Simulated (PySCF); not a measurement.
**C (carbon, neutral): BHandHLYP calculation**

Configuration: [He] 2s2 2p2, high-spin 3P determinant. Computed with PySCF 2.14 in aug-cc-pV5Z (7s6p5d4f3g2h, 127 functions), with no relativity, point nucleus.

```
Total energy                                                  : -37.8493 hartree
One-electron energy                                           : -50.4869 hartree
Hartree (Coulomb) energy                                      : 17.8653 hartree
Exchange-correlation energy                                   : -5.2277 hartree
Kinetic energy                                                : 37.74091 hartree
⟨S²⟩                                                          : 2.0051
⟨L²⟩                                                          : 2.008
Sum of ⟨r⟩                                                    : 7.139 bohr
Sum of ⟨r²⟩                                                   : 13.86 bohr²
Traceless quadrupole moment −½Σ⟨3z² − r²⟩ along its main axis : 1.48 e·bohr²
Density at the nucleus (Gaussians lack the cusp)              : 126 bohr⁻³
Spin density at the nucleus                                   : 0.0514 bohr⁻³
Langevin diamagnetic susceptibility                           : -11.0 ×10⁻⁶ cm³/mol
```

```
shell  electrons  mean orbital energy (hartree)  rms radius, mean of both spins (bohr)
 1s α          1                      -10.70951                                  0.314
 1s β          1                      -10.67636                                  0.314
 2s α          1                       -0.68083                                   1.75
 2s β          1                       -0.53442                                   1.75
 2p α          2                       -0.33360                                   1.94
```
